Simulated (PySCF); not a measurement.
CH₆ClFSi₃, SMILES F[Si@]1(Cl)C[SiH2][SiH2]1.

Geometry: PBE0-D3(BJ)/def2-SVP. The structure was generated by enumeration; whether it is a known compound was not checked.

All values below come from PBE0-D3(BJ)/def2-SVP (PySCF).

Frequencies are harmonic and unscaled.

```csv
mode,ν (cm⁻¹),IR (km/mol),moving atoms (share of kinetic energy)
1,53,0.7,"Si 37 %, H 22 %, F 16 %, Cl 15 %, C 10 %"
2,111,0.2,"Si 33 %, Cl 25 %, F 24 %, H 17 %"
3,172,2.5,"H 29 %, Si 24 %, C 19 %, F 15 %, Cl 13 %"
4,193,6.4,"F 41 %, Si 27 %, Cl 22 %"
5,234,8.2,"Si 36 %, F 32 %, H 18 %, C 9 %"
6,281,8.1,"H 49 %, Si 24 %, Cl 13 %, F 10 %"
7,331,4.1,"H 40 %, Si 26 %, Cl 22 %, F 9 %"
8,391,1.4,"Si 57 %, H 34 %"
9,422,1.3,"H 61 %, Si 37 %"
10,448,7.9,"Si 73 %, H 11 %, Cl 8 %"
11,532,1.8,H 85 %
12,568,125.7,"H 40 %, Si 38 %, Cl 12 %, C 9 %"
13,618,5.0,"H 76 %, Si 14 %, C 8 %"
14,641,29.6,"H 49 %, Si 37 %"
15,673,69.6,"C 47 %, H 27 %, Si 25 %"
16,680,56.4,"H 63 %, Si 19 %, C 17 %"
17,709,5.5,"H 70 %, C 20 %"
18,798,215.5,"H 53 %, C 24 %, Si 22 %"
19,886,121.8,"F 37 %, H 32 %, Si 29 %"
20,896,43.3,"H 82 %, Si 10 %"
21,920,85.6,H 94 %
22,950,9.2,"H 77 %, Si 15 %"
23,998,95.0,"H 63 %, C 33 %"
24,1350,16.7,"H 91 %, C 9 %"
25,2221,62.3,H 97 %
26,2228,85.0,H 98 %
27,2240,60.9,H 96 %
28,2249,89.0,H 96 %
29,3080,1.1,H 94 %
30,3164,1.2,"H 91 %, C 9 %"
```
